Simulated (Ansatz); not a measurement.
# Two structures, one formula

Two relaxed structures of CH₃NSe, singlet (PBE0-D4/def2-TZVP; forces vanish, vibrations not checked).

A:

```xyz
6
angstrom
N 0.0932 0.4368 -0.3198
C -0.2406 -0.5867 0.3818
Se 1.6814 1.3498 -0.4132
H -1.2427 -0.9899 0.2995
H 0.4935 -1.0263 1.0446
H -0.6307 0.8106 -0.9247
```

B:

N1  (-0.250, -0.589, 0.379)
C2  (0.071, 0.470, -0.356)
Se3  (1.651, 1.288, -0.375)
H4  (-1.167, -1.002, 0.340)
H5  (0.440, -0.991, 0.994)
H6  (-0.745, 0.825, -0.983)
(Å)

Ansatz 0.2.0; basis: def2-TZVPP; cores frozen in the correlated methods. Filled d shells of the heavier atoms are correlated. The def2 sets are not built for correlating such inner shells, so the correlated values are less sure here. B3LYP uses VWN-RPA correlation.

(1) Which structure is lower at CCSD(T), and by how much? (An estimate is asked for; the value comes from the calculation.)

T1 diagnostic: at most 0.023. The restricted Hartree–Fock reference is unstable towards an unrestricted one at one or more of these structures.

Results:

(1) By the calculation: B, by 100.1 kJ/mol (electronic energy, against the other). By their contacts, A is CH₃NSe ([CH2][NH][Se]) and B is CH₃NSe ([NH2][CH][Se]).

All methods give the same order:

```
   method  E(B) − E(A) (kJ/mol)
   PBE-D4                 -95.0
r2SCAN-D4                -103.6
  PBE0-D4                -105.1
 B3LYP-D4                 -94.7
  wB97M-V                -104.6
       HF                -105.7
      MP2                -114.5
     CCSD                -101.2
  CCSD(T)                -100.1
```

Labels in which every atom is bracketed show which atoms are joined, not bond orders.

For scale, one of the runs: CCSD(T)/def2-TZVPP, 152 basis functions, launched by `ansatz run in.yaml --threads 2 --pin off --events-out ev --progress --plain --max-ram 4352MiB`. The run took 34 s on 2 CPU threads of an Arm Neoverse V1 (shared host), with 1.1 GiB of host memory at its peak.
